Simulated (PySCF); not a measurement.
Working out the ionisation energy of Cr(2+)

Cr(2+) [Ar] 3d4 (5D) → Cr(3+) [Ar] 3d3 (4F). All numbers are calculated (PySCF 2.14, scalar relativity by spin-free X2C-1e, in x2c-SVPall). Frozen: [Ar]. Energies in hartree (1 hartree = 27.21139 eV):

```json
{"part": "UHF", "Cr(2+) (lower)": "-1048.706543", "Cr(3+) (upper)": "-1047.597735"}
{"part": "MP2 opposite-spin", "Cr(2+) (lower)": "0.000000", "Cr(3+) (upper)": "0.000000"}
{"part": "MP2 same-spin", "Cr(2+) (lower)": "-0.021340", "Cr(3+) (upper)": "-0.007095"}
```

What does Hartree-Fock give?

(-1047.597735) − (-1048.706543) = 1.108808 hartree = 30.172 eV.

What do MP2 and SCS-MP2 (6/5 opposite-spin, 1/3 same-spin) give?

The opposite-spin parts differ by 0.000 eV and the same-spin parts by 0.388 eV. MP2: 30.172 + (0.000) + (0.388) = 30.560 eV. SCS-MP2: 30.172 + 1.2 × (0.000) + (0.388)/3 = 30.301 eV.

Reference: 30.959 ± 0.025 eV (measured; NIST Atomic Spectra Database, ionization energies), between the lowest levels; spin-orbit coupling is absent from the calculation.

A double-zeta basis recovers only part of the correlation energy.

What remains against the reference includes basis incompleteness, the frozen core and correlation beyond second order.
